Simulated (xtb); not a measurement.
C₄H₅ClSi, SMILES C#C[Si@H](Cl)C=C. All values are semi-empirical tight-binding results from xtb (GFN2-xTB unless named), good for trends rather than for accurate numbers. Geometry: GFN2-xTB. The structure was generated by enumeration; whether it is a known compound was not checked. One conformer was computed; it need not be the lowest.

Optimised geometry:

Bond lengths (Å): C1–C2 1.202, C1–H7 1.052, C2–Si3 1.851, Si3–Cl4 2.032, Si3–C5 1.885, Si3–H8 1.464, C5–C6 1.324, C5–H9 1.085, C6–H10 1.079, C6–H11 1.078. Bond angles (°): C2–C1–H7 179.9, C1–C2–Si3 179.4, C2–Si3–Cl4 108.5, C2–Si3–C5 109.2, C2–Si3–H8 109.4, Cl4–Si3–C5 108.7, Cl4–Si3–H8 108.6, C5–Si3–H8 112.3, Si3–C5–C6 124.9, Si3–C5–H9 116.9, C6–C5–H9 118.3, C5–C6–H10 122.4, C5–C6–H11 121.5, H10–C6–H11 116.0.
Charge 0, spin multiplicity 1.

```json
{
  "orbital_gap": "4.38 eV",
  "dipole_moment": "1.85 D",
  "zero_point_energy": "43.7 kcal/mol",
  "G − E(el) at 298.15 K (modified RRHO)": "22.6 kcal/mol",
  "static polarisability (D4 model)": "84.9 bohr³",
  "solvation energy, GFN2-xTB/ALPB(water)": "-1.8 kcal/mol",
  "solvation energy, GFN2-xTB/ALPB(ether)": "-6.6 kcal/mol"
}
```

Computed atomic charges and the Wiberg bond orders between heavy atoms:
charges (e) C1 -0.07, C2 -0.11, Si3 0.51, Cl4 -0.27, C5 -0.12, C6 -0.08, H7 0.08, H8 -0.06, H9 0.03, H10 0.04, H11 0.04. Bond orders C1–C2 2.92, C2–Si3 0.92, Si3–Cl4 1.05, Si3–C5 0.90, C5–C6 2.00.
